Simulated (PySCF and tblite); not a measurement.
The numbers below are computed, except where a source is named.
C₆H₉FO, numbered as in [O:1]=[C:2]1[CH2:3][CH2:4][CH2:5][CH2:6][C@@H:7]1[F:8].

Conformers came from 90 starts (ETKDG and KDG, MMFF94s, GFN2-xTB); geometries are PBE0-D3(BJ)/def2-SVP. Weights use PBE0-D3(BJ)/def2-TZVP energies plus GFN2-xTB zero-point and thermal terms (modes under about 100 cm⁻¹ blended into free rotors). Symmetry numbers and mirror images are counted. Conformers within 4 kcal/mol (GFN2-xTB free energy) were kept, 5 at most. Of two unlike H on one atom, a is the less shielded (PBE0/pcSseg-1). (PySCF 2.14, tblite 0.8.)

An NOE distance is ⟨r⁻⁶⟩^(−1/6) over all pairs of like atoms and, for the average, over conformers.

The 6-ring runs over atoms 2–3–4–5–6–7.

```tsv
conformer	shape	weight %
1	6-ring chair (all substituents equatorial)	57.3
2	6-ring chair (F8 axial)	42.6
3	6-ring twist-boat (ring torsions -33, 63, -28, -33, 64, -28°)	0.1
4	6-ring between boat and twist-boat (ring torsions 56, -39, -18, 61, -45, -12°)	0.1
```

(1) Which H–H contacts under 3.5 Å would NOEs report (pairs on one atom left out) at 298.15 K?

Results:

(1) 
```
       pair  in 1 (Å)  in 2 (Å)  in 3 (Å)  in 4 (Å)  average (Å)
H3b ··· H4a      2.48      2.49      2.41      2.51         2.48
H4a ··· H5b      2.49      2.48      2.52      2.38         2.48
H4b ··· H5a      2.48      2.48      2.54      2.39         2.48
H3a ··· H4b      2.49      2.49      2.38      2.52         2.49
H5a ··· H6b      2.50      2.48      2.38      2.32         2.49
 H6a ··· H7      2.48      2.49      2.38      2.52         2.49
H5b ··· H6a      2.51      2.51      2.36      2.35         2.51
H4a ··· H5a      2.52      3.07      2.48      3.05         2.67
H5a ··· H6a      2.51      3.07      2.70      2.78         2.67
H3a ··· H4a      2.56      3.07      2.69      3.08         2.71
H4b ··· H5b      3.07      2.52      3.06      2.60         2.74
 H6b ··· H7      3.06      2.52      2.64      3.05         2.74
H5b ··· H6b      3.08      2.52      3.05      3.00         2.75
H3b ··· H4b      3.07      2.56      3.07      2.54         2.77
H4b ··· H6b      2.61      4.33      2.90      3.98         2.85
 H5b ··· H7      2.61      4.33      3.86      3.08         2.85
H3b ··· H5b      2.65      4.34      2.81      4.32         2.89
 H3b ··· H7      2.65      4.28      4.23      3.52         2.89
H3a ··· H5a      4.34      2.66      4.31      2.85         3.03
H4a ··· H6a      4.33      2.66      4.30      3.66         3.03
```

Longer pairs under the limit may be missing.
